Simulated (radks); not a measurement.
The numbers below are computed, except where a source is named.
Species: Fe I. Configuration: [Ar] 3d6 4s2.

Level of theory: non-relativistic Kohn-Sham, LDA (Slater exchange, Perdew-Wang correlation), spin-polarised, spherical densities, point nucleus; open shells are filled with parallel spins first (a radial shooting solver on a logarithmic mesh with Libxc functionals).

Energy parts (hartree):
| part | energy |
|---|---|
| total | -1261.21296 |
| kinetic | 1259.69543 |
| electron-nucleus | -3003.62590 |
| Hartree | 535.72633 |
| exchange-correlation | -53.00881 |

Orbitals (lengths in bohr, moments of r in powers of bohr; r(max) is where P^2 peaks; r(90%) holds 90 % of the orbital's charge):
orbital  occ.  eigenvalue (hartree)   r(max)  r(90%)   <1/r>     <r^2>
1s up       1             -254.2037  0.03902   0.106   25.47  0.004706
1s down     1             -254.2029  0.03902   0.106   25.47  0.004706
2s up       1             -29.57698   0.2258   0.419   5.448   0.08656
2s down     1             -29.50159   0.2256   0.419   5.456   0.08630
2p up       3             -25.55540   0.1810   0.388   5.408   0.06912
2p down     3             -25.49793   0.1809   0.388   5.416   0.06885
3s up       1              -3.41518   0.7084    1.23   1.724    0.7774
3s down     1              -3.26365   0.7094    1.24   1.716    0.7845
3p up       3              -2.24105   0.7151    1.33   1.601    0.8745
3p down     3              -2.09306   0.7168    1.34   1.590    0.8890
3d up       5              -0.34352   0.7023    1.93   1.231     1.629
3d down     1              -0.21387   0.7128    2.17   1.172     2.016
4s up       1              -0.20987    2.374    4.48  0.4457     10.00
4s down     1              -0.18279    2.501    4.77  0.4175     11.27

The highest occupied level is 4s down at -4.974 eV. Virial ratio -V/T = 2.00120. Summed over all electrons, <r^2> = 38.88 bohr^2, which gives a Langevin (diamagnetic) susceptibility term of -30.8 x 10^-6 cm^3/mol. The spin density at the nucleus is 0.039 e/bohr^3 (1s -0.055, 2s -1.525, 3s 0.805, 4s 0.814), a Fermi contact field of 2.07 T. Spin moment in Bohr magnetons: 4.
